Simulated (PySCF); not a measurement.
Si(All)(H)3 (C₃H₈Si), SMILES C=CC[SiH3].

The structure is a stationary point at B3LYP-D3(BJ)/def2-SVP. Other conformers were not sampled.

The numbers are results of M06-2X/def2-TZVP (PySCF), not measurements.

```
Item                                                                                                            Value
---------------------------------------------------------------------------------------------  ----------------------
total energy                                                                                       -408.55939 hartree
highest occupied level                                                                                       -8.31 eV
lowest empty level                                                                                            0.97 eV
orbital gap                                                                                                   9.27 eV
dipole moment                                                                                                  0.48 D
quadrupole, principal values (traceless, Buckingham form, about the centre of nuclear charge)   -3.41, 0.88, 2.53 D·Å
mean static polarisability                                                                       64.6 bohr³ (9.58 Å³)
polarisability, principal values                                                               54.2, 57.3, 82.4 bohr³
```
